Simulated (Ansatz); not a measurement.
Geometry optimisation of the cluster Mg₃O₄⁻.

```yaml
crystal:
  periodic: [false, false, false]
  atoms:
    - {symbol: Mg, position_ang: [0.775430, 0.048630, -0.344850]}
    - {symbol: Mg, position_ang: [-0.857710, 1.032650, -2.150200]}
    - {symbol: Mg, position_ang: [-1.340030, -0.418180, 1.433500]}
    - {symbol: O, position_ang: [-1.278640, 0.315310, -0.334250]}
    - {symbol: O, position_ang: [1.015980, 0.734280, -2.063150]}
    - {symbol: O, position_ang: [1.352910, -0.490460, 1.391640]}
    - {symbol: O, position_ang: [0.332050, -1.222230, 2.067320]}
basis:
  gaussian: {orbitals: def2-SVPD}
total_charge: -1
magnetization: {spin_polarized: true, initial_magnetization: 1}
hamiltonian: {xc: pbe0, dispersion: d4}
scf: {lower_state_search: "off"}
output: {orbitals: {seedname: orbitals}}
relax: {f_tol: 0.02, max_steps: 100}
```

```sh
$ ansatz run in.yaml --threads 4 --pin off --events-out ev --progress --plain --max-ram 8704MiB
```

It prints (some lines left out):

```
Functional definition: PBE0
mean field -24495.81814593 eV, -900.2047130011 hartree, gradient 7.8e-6 eV, S^2 0.786725; 0 other end points of the search recorded, 0 dependent functions left out
relax step   1: F+E_penalty+E_count = -24495.99361773 eV  Δ(F+E_penalty+E_count) = +0.000e0 eV  max|allowed force component| = 1.175e0 eV/Å  Δτ_max = 0.0000 Å  (29 SCF iters, accepted)
mean field -24495.92655199 eV, -900.2086968502 hartree, gradient 2.9e-6 eV, S^2 0.772449; 0 other end points of the search recorded, 0 dependent functions left out
relax step   2: F+E_penalty+E_count = -24496.10328727 eV  Δ(F+E_penalty+E_count) = -1.097e-1 eV  max|allowed force component| = 7.094e-1 eV/Å  Δτ_max = 0.0484 Å  (34 SCF iters, accepted)
mean field -24496.03924268 eV, -900.2128381568 hartree, gradient 3.9e-6 eV, S^2 0.756595; 0 other end points of the search recorded, 0 dependent functions left out
relax step   3: F+E_penalty+E_count = -24496.21859708 eV  Δ(F+E_penalty+E_count) = -1.153e-1 eV  max|allowed force component| = 3.821e-1 eV/Å  Δτ_max = 0.1288 Å  (32 SCF iters, accepted)
mean field -24496.18420370 eV, -900.2181653759 hartree, gradient 1.7e-6 eV, S^2 0.753188; 0 other end points of the search recorded, 0 dependent functions left out
relax step   4: F+E_penalty+E_count = -24496.36362249 eV  Δ(F+E_penalty+E_count) = -1.450e-1 eV  max|allowed force component| = 4.968e-1 eV/Å  Δτ_max = 0.1998 Å  (34 SCF iters, accepted)
mean field -24496.10519041 eV, -900.2152616911 hartree, gradient 2.0e-6 eV, S^2 0.751535; 0 other end points of the search recorded, 0 dependent functions left out
relax step   5: F+E_penalty+E_count = -24496.28501113 eV  Δ(F+E_penalty+E_count) = +7.861e-2 eV  max|allowed force component| = 1.656e0 eV/Å  Δτ_max = 0.1950 Å  (35 SCF iters, rejected (line search))
mean field -24496.26658352 eV, -900.2211927784 hartree, gradient 5.6e-6 eV, S^2 0.752151; 0 other end points of the search recorded, 0 dependent functions left out
relax step   6: F+E_penalty+E_count = -24496.44595558 eV  Δ(F+E_penalty+E_count) = -8.233e-2 eV  max|allowed force component| = 2.282e-1 eV/Å  Δτ_max = 0.0975 Å  (30 SCF iters, accepted)
mean field -24496.28385918 eV, -900.2218276471 hartree, gradient 2.3e-6 eV, S^2 0.751864; 0 other end points of the search recorded, 0 dependent functions left out
relax step   7: F+E_penalty+E_count = -24496.46276012 eV  Δ(F+E_penalty+E_count) = -1.680e-2 eV  max|allowed force component| = 1.633e-1 eV/Å  Δτ_max = 0.0582 Å  (30 SCF iters, accepted)
mean field -24496.28284466 eV, -900.2217903645 hartree, gradient 4.6e-6 eV, S^2 0.751889; 0 other end points of the search recorded, 0 dependent functions left out
relax step   8: F+E_penalty+E_count = -24496.46220400 eV  Δ(F+E_penalty+E_count) = +5.561e-4 eV  max|allowed force component| = 2.622e-1 eV/Å  Δτ_max = 0.0651 Å  (25 SCF iters, rejected (line search))
mean field -24496.28660223 eV, -900.2219284524 hartree, gradient 2.0e-6 eV, S^2 0.751906; 0 other end points of the search recorded, 0 dependent functions left out
relax step   9: F+E_penalty+E_count = -24496.46612503 eV  Δ(F+E_penalty+E_count) = -3.365e-3 eV  max|allowed force component| = 6.304e-2 eV/Å  Δτ_max = 0.0318 Å  (25 SCF iters, accepted)
mean field -24496.29033953 eV, -900.2220657958 hartree, gradient 4.0e-6 eV, S^2 0.752223; 0 other end points of the search recorded, 0 dependent functions left out
relax step  10: F+E_penalty+E_count = -24496.47047773 eV  Δ(F+E_penalty+E_count) = -4.353e-3 eV  max|allowed force component| = 1.380e-1 eV/Å  Δτ_max = 0.0750 Å  (25 SCF iters, accepted)
mean field -24496.29677044 eV, -900.2223021272 hartree, gradient 3.6e-6 eV, S^2 0.752560; 0 other end points of the search recorded, 0 dependent functions left out
relax step  11: F+E_penalty+E_count = -24496.47757082 eV  Δ(F+E_penalty+E_count) = -7.093e-3 eV  max|allowed force component| = 2.508e-1 eV/Å  Δτ_max = 0.0675 Å  (25 SCF iters, accepted)
mean field -24496.33661025 eV, -900.2237662133 hartree, gradient 1.4e-6 eV, S^2 0.753550; 0 other end points of the search recorded, 0 dependent functions left out
relax step  12: F+E_penalty+E_count = -24496.51904949 eV  Δ(F+E_penalty+E_count) = -4.148e-2 eV  max|allowed force component| = 4.321e-1 eV/Å  Δτ_max = 0.1688 Å  (30 SCF iters, accepted)
mean field -24496.45777122 eV, -900.2282187970 hartree, gradient 2.6e-6 eV, S^2 0.754901; 0 other end points of the search recorded, 0 dependent functions left out
relax step  13: F+E_penalty+E_count = -24496.64233593 eV  Δ(F+E_penalty+E_count) = -1.233e-1 eV  max|allowed force component| = 7.271e-1 eV/Å  Δτ_max = 0.2000 Å  (29 SCF iters, accepted)
mean field -24496.62281719 eV, -900.2342841244 hartree, gradient 1.6e-6 eV, S^2 0.755008; 0 other end points of the search recorded, 0 dependent functions left out
relax step  14: F+E_penalty+E_count = -24496.81028065 eV  Δ(F+E_penalty+E_count) = -1.679e-1 eV  max|allowed force component| = 3.552e-1 eV/Å  Δτ_max = 0.2000 Å  (29 SCF iters, accepted)
mean field -24496.62375293 eV, -900.2343185120 hartree, gradient 2.1e-6 eV, S^2 0.755108; 0 other end points of the search recorded, 0 dependent functions left out
relax step  15: F+E_penalty+E_count = -24496.81079925 eV  Δ(F+E_penalty+E_count) = -5.186e-4 eV  max|allowed force component| = 2.190e-1 eV/Å  Δτ_max = 0.0893 Å  (31 SCF iters, accepted)
mean field -24496.63866723 eV, -900.2348666026 hartree, gradient 2.5e-6 eV, S^2 0.755009; 0 other end points of the search recorded, 0 dependent functions left out
relax step  16: F+E_penalty+E_count = -24496.82599160 eV  Δ(F+E_penalty+E_count) = -1.519e-2 eV  max|allowed force component| = 3.576e-2 eV/Å  Δτ_max = 0.0613 Å  (24 SCF iters, accepted)
mean field -24496.63906974 eV, -900.2348813944 hartree, gradient 1.9e-6 eV, S^2 0.754978; 0 other end points of the search recorded, 0 dependent functions left out
relax step  17: F+E_penalty+E_count = -24496.82634673 eV  Δ(F+E_penalty+E_count) = -3.551e-4 eV  max|allowed force component| = 9.118e-3 eV/Å  Δτ_max = 0.0141 Å  (24 SCF iters, accepted)
Total energy: -24496.82639599 eV, -900.2417655074 hartree
Atom 0 at     0.807865    -0.125428    -0.259294 Å, force     0.001986    -0.002370     0.001124 eV/Å
Atom 1 at    -0.808620     0.918241    -1.970357 Å, force     0.005627     0.002558    -0.009031 eV/Å
Atom 2 at    -1.088361    -0.243898     1.517486 Å, force     0.007364    -0.004547     0.008761 eV/Å
Atom 3 at    -1.287669     0.432828    -0.224520 Å, force     0.000265     0.000664    -0.005055 eV/Å
Atom 4 at     0.995022     0.456864    -2.050502 Å, force    -0.009118     0.001793     0.003992 eV/Å
Atom 5 at     0.881093    -0.020462     1.743053 Å, force    -0.003454     0.000212    -0.001036 eV/Å
Atom 6 at     0.500660    -1.418146     1.244144 Å, force    -0.002670     0.001690     0.001246 eV/Å
Dipole moment:    -0.431220     0.098916     0.054944 e Å
Checks for a lower state left out: stability, starts, cluster_reference, orbital_swaps, neighbouring_geometries, increment
```

Hardware: 4 threads of AMD EPYC on a shared host. Wall time 4.3 min, peak host memory 0.57 GiB.

The structure holds one bond between oxygen atoms, so isomers without such links may lie far lower. The structure comes from a short search, and lower isomers may exist.
